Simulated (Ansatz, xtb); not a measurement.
**Relative energy of two structures of AlH5N2S**

We compare a, `[NH2][Al]([NH2])[SH]`, a singlet, with b, a singlet given by its coordinates. Both are isolated molecules in the gas phase, relaxed with PBE0-D4/def2-SVP; the shapes shown needn't be the lowest conformers.

a (Å):

```xyz
9

Al   -0.5808   -2.1731    0.0184
N    -0.4792   -2.2490    1.7829
N    -2.0427   -2.6464   -0.8630
S     1.1833   -1.4553   -1.0762
H    -1.1210   -2.7392    2.3941
H     0.2556   -1.8158    2.3295
H    -2.9487   -2.8146   -0.4415
H    -2.0902   -2.8236   -1.8591
H     0.4686   -1.1239   -2.1740
```

b (Å):

```yaml
atoms:
  - { symbol: Al, position_ang: [-0.0814, 0.5116, 2.0155] }
  - { symbol: N, position_ang: [-0.6119, -1.1853, 2.0845] }
  - { symbol: N, position_ang: [1.8618, 0.8631, 2.3871] }
  - { symbol: S, position_ang: [0.8988, 1.3646, 3.8449] }
  - { symbol: H, position_ang: [-1.1046, -1.6592, 1.3364] }
  - { symbol: H, position_ang: [-0.5626, -1.7825, 2.9013] }
  - { symbol: H, position_ang: [-0.5729, 1.4648, 0.8515] }
  - { symbol: H, position_ang: [2.3661, 1.6483, 1.9750] }
  - { symbol: H, position_ang: [2.5200, 0.1156, 2.6074] }
```

Close contacts (Å): Al1–N2 1.78, Al1–N3 2.01, Al1–S4 2.24, N3–S4 1.82, Al1–H7 1.58, N2–H5 1.01, N2–H6 1.01, N3–H8 1.02, N3–H9 1.02.

Quicker runs give these differences E(b) − E(a): GFN2-xTB +88.0 kJ/mol; HF/STO-3G +105.9 kJ/mol (at GFN2-xTB geometries); r2SCAN-D4/def2-SVP +156.3 kJ/mol (at GFN2-xTB geometries).

Estimate E(b) − E(a) at the level CCSD(T)/def2-SVP + ΔMP2/def2-TZVPP.

Calculated at CCSD(T)/def2-SVP + ΔMP2/def2-TZVPP: E(b) − E(a) = +160.4 kJ/mol, so structure a lies lower.

How the difference moves with the method:

| level | geometry | E(b) − E(a) (kJ/mol) | departure from the last row (kJ/mol) | job, with rough time for the two |
| --- | --- | --- | --- | --- |
| GFN2-xTB | GFN2-xTB | +88.0 | −72.4 | optimisation, 0.35 s |
| HF/STO-3G | GFN2-xTB | +105.9 | −54.5 | single point, 0.24 s |
| r2SCAN-D4/def2-SVP | GFN2-xTB | +156.3 | −4.1 | single point, 1.9 s |
| PBE0-D4/def2-SVP | PBE0-D4/def2-SVP | +145.2 | −15.2 | optimisation, 27 s |
| HF/def2-SVP | PBE0-D4/def2-SVP | +165.1 | +4.7 | part of the CCSD(T) run |
| MP2/def2-SVP | PBE0-D4/def2-SVP | +153.9 | −6.5 | part of the CCSD(T) run |
| CCSD(T)/def2-SVP | PBE0-D4/def2-SVP | +146.9 | −13.5 | single point |
| CCSD(T)/def2-SVP + ΔMP2/def2-TZVPP | PBE0-D4/def2-SVP | +160.4 |  | single point, 10 s |

The levels shown agree on the order. The largest departure from CCSD(T)/def2-SVP + ΔMP2/def2-TZVPP is that of GFN2-xTB, 72.4 kJ/mol. The last row adds to CCSD(T) the change of the MP2 difference between the two basis sets, here +13.5 kJ/mol, a large step that makes the value less sure.

With harmonic frequencies from PBE0-D4/def2-SVP (ideal gas, rigid rotor, one conformer each, 298.15 K, 1 atm): on the last row, ΔE + ΔZPE = +164.3, ΔH = +161.2, ΔG = +167.8 kJ/mol.

The correlated steps freeze 12 core orbitals. Run with Ansatz 0.2.0, xtb 6.7.1; the last row on 2 threads of Intel(R) Xeon(R) 6975P-C (Granite Rapids) on a shared host.
